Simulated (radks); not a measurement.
The tin ion Sn29+, 21 electrons, occupied as [Ar] 3d3. All-electron calculation, non-relativistic Kohn-Sham, PBE, spin-polarised, spherical densities, point nucleus; open shells are filled with parallel spins first (spin-orbit coupling, left out, can overturn this in heavy ions); relativity is left out, which matters for an element this heavy. Program: a radial shooting solver on a logarithmic mesh with Libxc functionals.

Radial electron density D(r) = 4 pi r^2 rho(r):

```
   r/bohr * D(r) (the largest magnitude, 78, reaches the edge; | marks zero)
 0.001395 |*
 0.001745 | *
 0.002183 |  *
 0.002709 |   *
 0.003389 |     *
 0.004207 |        *
 0.005263 |            *
 0.006531 |                *
 0.008171 |                      *
  0.01022 |                            *
  0.01269 |                                   *
  0.01587 |                                        *
   0.0197 |                                           *
  0.02465 |                                           *
  0.03083 |                                         *
  0.03827 |                                      *
  0.04788 |                                       *
  0.05942 |                                            *
  0.07434 |                                                   *
    0.093 |                                                      *
   0.1154 |                                               *
   0.1444 |                                   *
   0.1792 |                          *
   0.2242 |                           *
   0.2783 |                              *
   0.3482 |                        *
   0.4356 |           *
   0.5406 |   *
   0.6763 |*
   0.8394 *
     1.05 *
```

D(r) has 3 maxima, at r = 0.0222, 0.0894, 0.272 bohr, and minima at 0.0418, 0.193 bohr, inside which lie 2.01, 10.92 electrons.
